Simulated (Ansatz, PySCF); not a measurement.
germanium monoxide (GeO), SMILES [O]=[Ge] (connectivity only; charge and spin as stated), neutral, multiplicity 1.

Coordinates come from a B3LYP-D3(BJ)/def2-TZVPD optimisation.

Vertical ionisation energy (IE) and electron affinity (EA) in eV. Rows of orbital energies are one-electron estimates. Where ΔSCF, EOM or ADC give a negative EA the extra electron is unbound and the value depends on the basis.

```json
[
 {"level": "−ε(HOMO), −ε(LUMO), PBE0/def2-TZVPD (PySCF)", "IE": "8.55", "EA": "2.14"},
 {"level": "−ε(HOMO), −ε(LUMO), ωB97X/def2-TZVPD (PySCF)", "IE": "?", "EA": "?"},
 {"level": "−ε(HOMO), −ε(LUMO), PBE/def2-TZVPD (PySCF)", "IE": "7.24", "EA": "2.92"},
 {"level": "ΔSCF, ωB97X-V/def2-TZVPD (Ansatz), final states of multiplicity 2 and 2", "IE": "11.07", "EA": "0.02"},
 {"level": "ΔSCF, PBE/def2-TZVPD (Ansatz), final states of multiplicity 2 and 2", "IE": "11.02", "EA": "0.00"}
]
```

Problem. Complete the blanks. (The exact figures need the calculation; the answer reports its results.)

Solution. 
- −ε(HOMO), −ε(LUMO), ωB97X/def2-TZVPD (PySCF), IE: 10.91
- −ε(HOMO), −ε(LUMO), ωB97X/def2-TZVPD (PySCF), EA: 0.13

Problem. What vertical singlet–triplet gap does ΔSCF give with ωB97X-V/def2-TZVPD (Ansatz, an electronic-structure program) and with PBE/def2-TZVPD (Ansatz)? (The exact figures need the calculation; the answer reports its results.)

Solution. 3.95 and 3.87 eV (triplet above singlet where positive).
